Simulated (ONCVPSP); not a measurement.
# Debugging a pseudopotential input (C (Z = 6), ONCVPSP 4.0.1)

Command:

```bash
oncvpsp.x < C.dat > C.out
```

Input:

```
# ATOM AND REFERENCE CONFIGURATION
# atsym  z   nc   nv     iexc    psfile
  C 6.00    1    2  -001012      upf
#
#   n    l    f
    1    0    2.00
    2    0    2.00
    2    1    2.00
#
# PSEUDOPOTENTIAL AND OPTIMIZATION
# lmax
    2
#
#   l,   rc,      ep,       ncon, nbas, qcut
    0    0.95    0.00    3    6    5.60
    1    2.75    0.00    4    8    4.70
    2    2.25    0.17    3    6    4.10
#
# LOCAL POTENTIAL
# lloc, lpopt,  rc(5),   dvloc0
    4    2    0.60    0.00
#
# VANDERBILT-KLEINMAN-BYLANDER PROJECTORs
# l, nproj, debl
    0    2   -1.00
    1    3    0.40
    2    1    1.00
#
# MODEL CORE CHARGE
# icmod, fcfact, rcfact
    3    4.25    1.15
#
# LOG DERIVATIVE ANALYSIS
# epsh1, epsh2, depsh
   -2.00    5.00    0.02
#
# OUTPUT GRID
# rlmax, drl
    6.00    0.01
#
# TEST CONFIGURATIONS
# ncnf
    4
# nvcnf
#   n    l    f
    2
    2    0    2.00
    2    1    1.00
#
    2
    2    0    2.00
    2    1    0.00
#
    2
    2    0    1.00
    2    1    0.00
#
    2
    2    0    0.00
    2    1    4.00
#
```

This is an input that runs to its end, with one change: debl of l = 0 set to -1.00 Ha. The unchanged file is no sound one. Note: no bound ghost flagged; GHOST(+) flagged for d at 32.4 eV.

**Question.** How does the run end?

**Answer.** The program refuses the input: "test_data: must have debl>0.0) 0".

```
ONCVPSP  (Optimized Norm-Conservinng Vanderbilt PSeudopotential)
scalar-relativistic version 4.0.1

test_data: must have debl>0.0)   0
ERROR: test_data found   1 ERROR; stopping
```
